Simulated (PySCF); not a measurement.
Molfile (atoms numbered from 1):
```
CH7NO2Si
     RDKit          3D

 12 11  0  0  0  0  0  0  0  0999 V2000
    1.9794   -0.4459    0.0300 C   0  0  0  0  0  0  0  0  0  0  0  0
    0.6190   -0.6974    0.2314 O   0  0  0  0  0  0  0  0  0  0  0  0
   -0.6018    0.3705    0.2268 Si  0  0  2  0  0  4  0  0  0  0  0  0
   -2.1175   -0.4448    0.2242 N   0  0  0  0  0  0  0  0  0  0  0  0
   -0.4522    1.2619   -1.1309 O   0  0  0  0  0  0  0  0  0  0  0  0
    2.4810   -1.4047   -0.1081 H   0  0  0  0  0  0  0  0  0  0  0  0
    2.4060    0.0633    0.8979 H   0  0  0  0  0  0  0  0  0  0  0  0
    2.1320    0.1767   -0.8530 H   0  0  0  0  0  0  0  0  0  0  0  0
   -0.5836    1.2291    1.4073 H   0  0  0  0  0  0  0  0  0  0  0  0
   -2.3655   -0.9605   -0.6059 H   0  0  0  0  0  0  0  0  0  0  0  0
   -2.3385   -1.0012    1.0322 H   0  0  0  0  0  0  0  0  0  0  0  0
   -1.1570    1.8523   -1.3778 H   0  0  0  0  0  0  0  0  0  0  0  0
  1  2  1  0
  2  3  1  0
  3  4  1  0
  3  5  1  0
  1  6  1  0
  1  7  1  0
  1  8  1  0
  3  9  1  1
  4 10  1  0
  4 11  1  0
  5 12  1  0
M  END
```

- geometry: GFN2-xTB
- PBE0/pcSseg-1 with gauge-including orbitals
- code: PySCF 2.14.0 with density-fitted response routines
- one computed conformer, non-relativistic, no solvent model, averaged over atoms made equivalent by symmetry, fast rotation or ring inversion

Shifts are taken against calculated references (same method and geometry level): ¹³C (σ = 186.93 ppm), ¹H (σ = 31.72 ppm), ²⁹Si (σ = 349.16 ppm) against TMS; H2O for ¹⁷O (σ = 336.08 ppm); ¹⁵N (σ = 267.73 ppm) vs NH3.

```json
{"atoms": "H12", "nucleus": "¹H", "count": "1", "δ (ppm)": "1.45"}
{"atoms": "H6/H7/H8", "nucleus": "¹H", "count": "3", "δ (ppm)": "?"}
{"atoms": "H10/H11", "nucleus": "¹H", "count": "2", "δ (ppm)": "0.56"}
{"atoms": "Si3", "nucleus": "²⁹Si", "count": "1", "δ (ppm)": "-46.0"}
{"atoms": "H9", "nucleus": "¹H", "count": "1", "δ (ppm)": "4.62"}
{"atoms": "N4", "nucleus": "¹⁵N", "count": "1", "δ (ppm)": "30.9"}
{"atoms": "C1", "nucleus": "¹³C", "count": "1", "δ (ppm)": "?"}
{"atoms": "O5", "nucleus": "¹⁷O", "count": "1", "δ (ppm)": "38.9"}
{"atoms": "O2", "nucleus": "¹⁷O", "count": "1", "δ (ppm)": "?"}
```

Fill in the missing shifts.

Answers


- C1: 51.8 ppm, methyl carbon bonded to O; the inductive effect lowers its shielding
- H6/H7/H8: 3.92 ppm, hydrogen on a methyl carbon bonded to O; its carbon carries O, an electronegative neighbour
- O2: 35.7 ppm, oxygen bonded to C, Si

Exchangeable OH/NH protons stand at their gas-phase positions; hydrogen bonding in a real sample shifts them, mostly to higher δ. Shifts are as computed. Against solution values, carbons near 30 ppm lie about +3 ppm off and those near 130 ppm about +5 ppm. Of 1309 compounds with measured shifts, 239 miss one by over three times the rms of a fit or turn the order of signals round; such compounds aren't used in these exercises. Experimental scales use liquid or dissolved standards, which lie at an offset from isolated NH3 (liquid NH3: subtract about 20 ppm) and H2O (liquid H2O: subtract about 36 ppm).
